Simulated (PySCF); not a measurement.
M06-L on V⁺ (vanadium, charge +1), [Ar] 3d4, high-spin 5D determinant. Calculation: PySCF 2.14, in x2c-TZVPPall with one added diffuse shell each of s, p, d, f type (7s6p5d3f1g, 80 functions); scalar relativity by spin-free X2C-1e.

```
cycle= 1 E= -948.870994613777  delta_E= -0.0123  |g|= 0.0607  |ddm|= 0.428
cycle= 2 E= -948.872469890975  delta_E= -0.00148  |g|= 0.0527  |ddm|= 0.17
cycle= 3 E= -948.872780258601  delta_E= -0.00031  |g|= 0.06  |ddm|= 0.158
cycle= 4 E= -948.873892627647  delta_E= -0.00111  |g|= 0.00385  |ddm|= 0.0388
cycle= 5 E= -948.87390032095  delta_E= -7.69e-06  |g|= 0.000779  |ddm|= 0.0105
cycle= 6 E= -948.873900506117  delta_E= -1.85e-07  |g|= 0.000245  |ddm|= 0.000904
cycle= 7 E= -948.873900526074  delta_E= -2e-08  |g|= 0.000194  |ddm|= 0.000143
cycle= 8 E= -948.873900532277  delta_E= -6.2e-09  |g|= 4.91e-05  |ddm|= 0.000108
cycle= 9 E= -948.873900532858  delta_E= -5.81e-10  |g|= 3.3e-05  |ddm|= 5.31e-05
cycle= 10 E= -948.873900532965  delta_E= -1.07e-10  |g|= 1.27e-05  |ddm|= 2e-05
converged SCF energy = -948.873900532965  <S^2> = 6.0007694  2S+1 = 5.0003077
```

Highest occupied orbital energy: -10.056 eV; ⟨L²⟩ = 7.66; populations by l: s 6.27, p 12.00, d 3.73, f 0.00.

Can this result be used?

Not for this state. The run converged. ⟨L²⟩ = 7.66 against 6 for a pure D term, so this real determinant mixes terms. The s, p, d and f populations moved away from the nominal configuration during the SCF.
